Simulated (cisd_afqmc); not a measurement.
Input (AFQMC/CISD/def2-SVP; cisd_afqmc is a phaseless AFQMC code with CISD trial states that reads the integrals written by Ansatz):

Ansatz 0.2 input:
```python
import cisd_afqmc

open("ham.yaml", "w").write("""\
crystal:
  periodic: [false, false, false]
  atoms:
    - {symbol: Be, position_ang: [-0.90991514, -0.52635867, -0.69382244]}
    - {symbol: C, position_ang: [0.30786388, 0.17809004, 0.23475032]}
    - {symbol: H, position_ang: [0.86726306, -0.57499595, 0.80022571]}
    - {symbol: H, position_ang: [-0.10131557, 0.89286335, 0.95689965]}
    - {symbol: H, position_ang: [1.02652982, 0.71902706, -0.39033749]}
basis:
  gaussian:
    orbitals: def2-SVP
magnetization: {spin_polarized: true, initial_magnetization: 1}
correlation: {method: ccsd, electrons: outside_noble_gas, hamiltonian_folder: ham}
""")
rep = cisd_afqmc.ansatz("ham.yaml")
e_ccsd = rep["correlation"]["coupled_cluster"]["energy"]["hartree"]
out = cisd_afqmc.run("ham", e_ccsd, trial="CISD", walkers=200, populations=8, threads=8, dt=0.005, steps=40, early=24, settle=10, least=32,
    cut=5e-5, rank_cut=2e-4, target=0.0004, seconds=1500, seed=1, memory=17280, gpu=False)
```

Output:

```
orbitals 36, occupied [5, 4], factors 197 of 434, rank of the doubles 149 of 283
E(HF) = -54.155765
E(CCSD) on the cut factors = -54.342251, shift to the whole factors -0.000013
Energy of the trial state on the determinant = -54.342311
  tau behind 7.2 of longer steps, mean of the populations' last blocks
   2.0  -54.34726
   4.0  -54.34692
   6.0  -54.34761
   8.0  -54.34757
blocks 360 (0 outliers left out), error by blocks joined: 1: 0.00008, 2: 0.00010, 4: 0.00012, 8: 0.00015, 16: 0.00015
E(AFQMC/CISD) = -54.34742 +/- 0.00015
```
